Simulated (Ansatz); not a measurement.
`B[SiH](F)C=C` + `[SiH3]OC1CO1` → `C=C[SiH](F)O[SiH3]` + `BC1CO1`  (redistribution)

Computed with Ansatz on PBE0-D4/def2-TZVP structures; ΔE is electronic, products minus reactants. CBS: MP2 limit from def2 TZ/QZ plus the TZ coupled-cluster correction, frozen cores. Functionals use def2-TZVPP. One conformer a species, not always the lowest.

`B[SiH](F)C=C`:

Z-matrix (Å, degrees):
```
Si
F 1 1.609
C 1 1.857 2 107.3
B 1 2.002 2 112.7 3 119.9
H 1 1.492 2 106.9 3 -118.6
C 3 1.331 1 122.7 2 7.4
H 3 1.089 1 118.6 2 -173.9
H 4 1.197 1 118.7 2 178.2
H 4 1.195 1 123.7 2 -3.7
H 6 1.086 3 121.6 1 -1.2
H 6 1.086 3 122.1 1 179.4
```

`[SiH3]OC1CO1`:

Z-matrix (Å, degrees):
```
Si
O 1 1.662
H 1 1.483 2 111.7
H 1 1.481 2 103.8 3 118.8
H 1 1.486 2 111.6 3 -123.2
C 2 1.368 1 122.7 3 63.6
O 6 1.404 2 116.9 1 -3.4
C 6 1.456 2 121.8 1 66.7
H 6 1.088 2 111.9 1 -139.6
H 8 1.086 6 120.8 2 152.9
H 8 1.087 6 118.3 2 -2.0
```

`C=C[SiH](F)O[SiH3]`:

Z-matrix (Å, degrees):
```
Si
C 1 1.841
O 1 1.620 2 108.9
F 1 1.597 2 109.2 3 -119.1
H 1 1.481 2 113.6 3 123.1
C 2 1.330 1 122.6 3 -5.0
H 2 1.089 1 118.9 3 175.8
Si 3 1.638 1 148.2 2 171.8
H 6 1.086 2 122.2 1 -179.4
H 6 1.086 2 121.4 1 0.8
H 8 1.486 3 110.1 1 -33.5
H 8 1.483 3 108.0 1 -153.2
H 8 1.484 3 109.8 1 87.2
```

`BC1CO1`:

Cartesian coordinates in Å:
```
B -0.191 1.324 -0.329
C -0.568 -0.152 -0.194
C 0.525 -0.996 0.379
O -0.627 -0.747 1.114
H 0.210 1.915 0.628
H -0.230 1.854 -1.401
H -1.192 -0.670 -0.921
H 1.435 -0.529 0.751
H 0.638 -1.998 -0.027
```

CCSD(T)/CBS gives -53.4 kcal/mol.

Task: Another level gave -54.9 kcal/mol. Which?
A. PBE0-D4/def2-TZVPP
B. PBE-D4/def2-TZVPP
C. HF/def2-TZVPP
D. ωB97M-V/def2-TZVPP

Result: C. HF/def2-TZVPP -54.9, ωB97M-V -52.7, PBE-D4 -47.9, PBE0-D4 -49.8 kcal/mol.

Largest T1 diagnostic among the species: 0.012.

From PBE to PBE0 (25 % exact exchange), in def2-TZVPP and without D4, ΔE moves by −1.9 kcal/mol.
